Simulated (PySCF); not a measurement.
Spinor energies of As (arsenic, neutral)

Start: [Ar] 3d10 4s2 4p3; 4p1/2 filled at m_j = -1/2, +1/2; 4p3/2 filled at m_j = +3/2. Calculated with PySCF 2.14 in x2c-SVPall-2c (5s6p3d, 38 functions): generalised Hartree-Fock with the X2C-1e Hamiltonian and a Gaussian nucleus; one run each with spin-orbit coupling (SO) switched off, then screened by Boettger's factors.

```json
{"spinor shell": "1s1/2", "electrons": "2", "ε, spin-free (eV)": "-11939.9", "ε, screened SO (eV)": "-11939.7", "weight of nominal j (screened SO)": "1.000", "rms radius, screened SO (bohr)": "0.0525"}
{"spinor shell": "2s1/2", "electrons": "2", "ε, spin-free (eV)": "-1571.1", "ε, screened SO (eV)": "-1571.1", "weight of nominal j (screened SO)": "1.000", "rms radius, screened SO (bohr)": "0.219"}
{"spinor shell": "2p1/2", "electrons": "2", "ε, spin-free (eV)": "-1373.2", "ε, screened SO (eV)": "-1398.3", "weight of nominal j (screened SO)": "1.000", "rms radius, screened SO (bohr)": "0.194"}
{"spinor shell": "3s1/2", "electrons": "2", "ε, spin-free (eV)": "-224.98", "ε, screened SO (eV)": "-224.97", "weight of nominal j (screened SO)": "1.000", "rms radius, screened SO (bohr)": "0.640"}
{"spinor shell": "3p1/2", "electrons": "2", "ε, spin-free (eV)": "-161.33", "ε, screened SO (eV)": "-165.02", "weight of nominal j (screened SO)": "0.998", "rms radius, screened SO (bohr)": "0.660"}
{"spinor shell": "3p3/2", "electrons": "4", "ε, spin-free (eV)": "-161.33", "ε, screened SO (eV)": "-159.52", "weight of nominal j (screened SO)": "0.999", "rms radius, screened SO (bohr)": "0.670"}
{"spinor shell": "3d3/2", "electrons": "4", "ε, spin-free (eV)": "-56.177", "ε, screened SO (eV)": "-56.662", "weight of nominal j (screened SO)": "0.977", "rms radius, screened SO (bohr)": "0.750"}
{"spinor shell": "3d5/2", "electrons": "6", "ε, spin-free (eV)": "-56.177", "ε, screened SO (eV)": "-55.840", "weight of nominal j (screened SO)": "0.985", "rms radius, screened SO (bohr)": "0.752"}
{"spinor shell": "4s1/2", "electrons": "2", "ε, spin-free (eV)": "-19.007", "ε, screened SO (eV)": "-19.003", "weight of nominal j (screened SO)": "1.000", "rms radius, screened SO (bohr)": "2.15"}
{"spinor shell": "4p1/2", "electrons": "2", "ε, spin-free (eV)": "-9.981", "ε, screened SO (eV)": "-10.039", "weight of nominal j (screened SO)": "0.537", "rms radius, screened SO (bohr)": "2.66"}
{"spinor shell": "4p3/2", "electrons": "1", "ε, spin-free (eV)": "-9.981", "ε, screened SO (eV)": "-9.864", "weight of nominal j (screened SO)": "1.000", "rms radius, screened SO (bohr)": "2.68"}
```

Problem. Where does 2p3/2 lie, and what is the 2p spin-orbit splitting (screened SO)?

Solution. At -1361.0 eV, 37.275 eV above 2p1/2.

```json
{"quantity": "E (hartree)", "spin-free": "-2258.61630", "screened SO": "-2258.69347"}
{"quantity": "M_J", "spin-free": "3/2", "screened SO": "3/2"}
{"quantity": "⟨J²⟩", "spin-free": "3.751", "screened SO": "3.751"}
{"quantity": "⟨L²⟩", "spin-free": "0.000", "screened SO": "0.009"}
{"quantity": "⟨S²⟩", "spin-free": "3.751", "screened SO": "3.743"}
```

Each row is a mean over spinors that exchange with the open shell spreads, by up to 7.056 eV (4s1/2).

Rows whose weight is well below 1 are mixtures of j = l ± 1/2: exchange outweighs spin-orbit coupling there, and the label is only the starting occupation.

Without spin-orbit coupling the j labels of p, d and f shells carry no meaning; the spin-free column gives the mean over the occupied spinors of each nl shell.
